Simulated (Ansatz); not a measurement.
```yaml
crystal:
  periodic: [false, false, false]
  atoms:
    - {symbol: Al, position_ang: [1.383676, -0.887801, 0.110383]}
    - {symbol: Cl, position_ang: [1.406281, -2.366827, 1.625064]}
    - {symbol: Cl, position_ang: [2.961081, -0.478706, -1.236297]}
    - {symbol: P, position_ang: [0.693354, 1.213748, 1.133814]}
    - {symbol: Si, position_ang: [2.037993, 3.000261, 0.650791]}
    - {symbol: Si, position_ang: [0.191452, 1.010059, 3.357326]}
    - {symbol: Al, position_ang: [-1.261833, 1.010955, -0.308025]}
    - {symbol: Cl, position_ang: [-2.958330, 0.763412, 0.934267]}
    - {symbol: Cl, position_ang: [-1.074609, 2.423130, -1.869918]}
    - {symbol: P, position_ang: [-0.658782, -1.180892, -1.187570]}
    - {symbol: Si, position_ang: [-1.992409, -2.864748, -0.398124]}
    - {symbol: Si, position_ang: [-0.334248, -1.244630, -3.451164]}
    - {symbol: H, position_ang: [1.273389, 4.209178, 1.096150]}
    - {symbol: H, position_ang: [2.260292, 2.947039, -0.825545]}
    - {symbol: H, position_ang: [3.287774, 2.793881, 1.450616]}
    - {symbol: H, position_ang: [-0.488699, 2.287876, 3.741866]}
    - {symbol: H, position_ang: [-0.699944, -0.185640, 3.450331]}
    - {symbol: H, position_ang: [1.501752, 0.828800, 4.059719]}
    - {symbol: H, position_ang: [-3.313682, -2.697357, -1.083200]}
    - {symbol: H, position_ang: [-2.060868, -2.651449, 1.079284]}
    - {symbol: H, position_ang: [-1.309881, -4.141539, -0.781793]}
    - {symbol: H, position_ang: [0.321911, -2.563293, -3.725097]}
    - {symbol: H, position_ang: [0.535069, -0.070778, -3.764428]}
    - {symbol: H, position_ang: [-1.700755, -1.154700, -4.058450]}
basis:
  gaussian: {orbitals: def2-TZVP, initial_orbitals: start.molden}
total_charge: 1
magnetization: {spin_polarized: true, initial_magnetization: 1}
hamiltonian: {xc: pbe0, dispersion: d4}
scf: {omitted_lower_state_checks: [starts]}
output: {orbitals: {seedname: orbitals}}
```

The file start.molden holds the orbitals of an earlier run on this structure, at another level or in another basis.

```sh
$ ansatz run in.yaml --threads 4 --pin off --events-out ev --progress --plain --max-ram 6963MiB
```

**Question.** Does this run fit into the memory that it is given?

**Answer.** No. It has 516 basis functions, and Ansatz plans for 10 GiB where 7 GiB are given.
